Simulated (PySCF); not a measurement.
H₉Si₄, SMILES [SiH3][SiH][SiH2][SiH3] (connectivity only; charge and spin as stated), charge +1, multiplicity 1.

Geometry optimised at B3LYP-D3(BJ)/def2-SVP. The spin state was assumed, not searched. The isomer is the one that the SMILES or the coordinates give; other isomers of the formula were not compared. Other conformers were not sampled.

Calculation: TDA-LC-ωPBE/def2-SVPD run with PySCF.

Vertical excitations. Gas-phase values at a fixed geometry.

Task: Estimate the UV-visible absorptions. (The exact figures need the calculation; the answer reports its results.)

Result: 
```tsv
state	energy (eV)	λ (nm)	f	main pairs
S1	3.18	390	0.028	HOMO→LUMO 62 %, HOMO−1→LUMO 32 %
S2	4.33	286	0.080	HOMO−1→LUMO 33 %, HOMO−2→LUMO 18 %, HOMO→LUMO 16 %, HOMO−3→LUMO 14 %
S3	4.79	259	0.076	HOMO−1→LUMO 29 %, HOMO−2→LUMO 20 %, HOMO→LUMO 16 %, HOMO−4→LUMO 12 %
S4	5.87	211	0.001	HOMO−3→LUMO 47 %, HOMO−2→LUMO 42 %
S5	6.32	196	0.012	HOMO−6→LUMO 56 %, HOMO−4→LUMO 30 %
S6	6.48	191	0.042	HOMO−5→LUMO 81 %
S7	6.66	186	0.019	HOMO−7→LUMO 46 %, HOMO−4→LUMO 22 %, HOMO−6→LUMO 22 %
S8	6.74	184	0.021	HOMO−7→LUMO 28 %, HOMO−4→LUMO 16 %, HOMO−3→LUMO 16 %, HOMO−2→LUMO 11 %
S9	6.85	181	0.104	HOMO→LUMO+1 56 %, HOMO→LUMO+2 23 %
S10	7.32	169	0.304	HOMO→LUMO+2 52 %, HOMO→LUMO+1 27 %
T1	2.30	540	0	HOMO→LUMO 75 %, HOMO−1→LUMO 19 %
T2	3.36	369	0	HOMO−1→LUMO 46 %, HOMO−2→LUMO 14 %, HOMO−3→LUMO 13 %, HOMO→LUMO 12 %
T3	4.07	304	0	HOMO−1→LUMO 25 %, HOMO−2→LUMO 20 %, HOMO−4→LUMO 16 %, HOMO−3→LUMO 12 %
T4	5.73	217	0	HOMO−2→LUMO 42 %, HOMO−3→LUMO 41 %
```
Triplets are in the Tamm–Dancoff approximation.
